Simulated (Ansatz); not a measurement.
Reactions of `[OH][Sc]([F])[O][SiH3]`.

Isolated molecules relaxed with PBE0-D4/def2-TZVP in Ansatz; ΔE leaves out vibrations. CCSD(T)/CBS is the MP2 limit (def2-TZVPP, def2-QZVPP) plus CCSD(T) − MP2 in def2-TZVPP, frozen cores. This one scheme is used for every species. Functionals use def2-TZVPP. B3LYP here is the variant with VWN-RPA as its local correlation; programs differ in this. For Br, Sc, Zn outer-core shells are correlated without core-valence functions, which leaves a few kJ/mol of doubt a bond. Scalar relativity is left out up to krypton. One conformer a species, not always the lowest.

| reaction | B2PLYP (kcal/mol) | CCSD/CBS(def2) (kcal/mol) | B3LYP-D4 (kcal/mol) | PBE-D4 (kcal/mol) |
| --- | --- | --- | --- | --- |
| `[OH][Sc]([F])[O][SiH3]` + HBr → `[SiH3]Br` + `[OH][Sc]([OH])[F]` | 5.4 | 5.2 | 5.4 | 2.6 |
| `[OH][Sc]([F])[O][SiH3]` + H₂O → `[OH][Sc]([OH])[O][SiH3]` + H–F | 13.5 | 12.0 | 13.7 | 14.3 |
| `[OH][Sc]([F])[O][SiH3]` + `N[SiH2]S` → `[SiH3]N[SiH2]S` + `[OH][Sc]([OH])[F]` | 13.5 | 13.4 | 12.6 | 11.2 |
| `[OH][Sc]([F])[O][SiH3]` + HCl → `[OH][Sc]([F])[Cl]` + `O[SiH3]` | -5.1 | -4.0 | -4.9 | -5.7 |
| `[OH][Sc]([F])[O][SiH3]` + `O[CH2][ZnH]` → `[SiH3]O[CH2][ZnH]` + `[OH][Sc]([OH])[F]` | 3.7 | 4.1 | 3.5 | 3.8 |
| `[OH][Sc]([F])[O][SiH3]` + `[OH][Sc]([F])[Cl]` → `[F][Sc]([Cl])[O][SiH3]` + `[OH][Sc]([OH])[F]` | 0.7 | 0.5 | 0.7 | 0.7 |
| `[OH][Sc]([F])[O][SiH3]` + HCl → `[F][Sc]([Cl])[O][SiH3]` + H₂O | -10.2 | -10.9 | -10.4 | -10.6 |
| `[OH][Sc]([F])[O][SiH3]` + H₂O → `[OH][Sc]([OH])[F]` + `O[SiH3]` | 5.9 | 7.4 | 6.2 | 5.6 |

**Question.** Give the CCSD(T)/CBS values in the same order. (Estimate.)

**Answer.** Ansatz gave: 5.0, 11.9, 13.0, -4.0, 4.0, 0.5, -10.9, 7.5 kcal/mol.

Largest T1 diagnostic: 0.016, for `[OH][Sc]([OH])[F]`.
